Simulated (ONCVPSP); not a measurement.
**PBE ONCV dataset for Ge, non-relativistic all-electron reference.**

```json
{"Element": "germanium (Ge)", "Generator": "ONCVPSP 4.0.1", "Type": "optimised norm-conserving Vanderbilt (ONCV)", "Functional": "PBE", "Relativity": "non-relativistic", "Frozen core": "[Ar] 3d10", "Valence charge": "4", "Reference configuration": "4s2 4p2", "Partial waves": "4s: rc 1.95 bohr, ncon 3, nbas 8, qcut 4 1/bohr, 2 projectors, debl 2.9 Ha; 4p: rc 2.45 bohr, ncon 5, nbas 9, qcut 3.4 1/bohr, 2 projectors, debl 2.3 Ha; d scattering state at 0.21 Ha: rc 2.35 bohr, ncon 5, nbas 8, qcut 4 1/bohr, 2 projectors, debl 2.2 Ha", "Local potential": "polynomial inside 1.30 bohr (lpopt 5, dvloc0 2 Ha)", "Core correction": "Teter function fitted to the true core (icmod 2), fcfact 0.25"}
```

What the tests gave:

```
Cutoffs needed             : 6.8 Ha and 15 Ha (the cutoffs (Ha) at which the residual kinetic energy of the hardest occupied pseudo-wave falls to 1 and 0.1 mHa per electron) The cutoffs count occupied waves only; projector 2 of the d channel, the hardest unoccupied one, needs 52 Ha at the loose tolerance.
Ghost test                 : no bound ghost flagged; GHOST(+) flagged for s at 119.0 eV
Largest excitation error   : -196 meV (all-electron minus pseudo) for 4s1 4p0, out of 4 test configurations
rms error of d²Exc/dni dnj : 5.02 mHa without and 0.36 mHa with the model core
```

Generation and tests took about 4.9 s on one core of a shared server CPU.
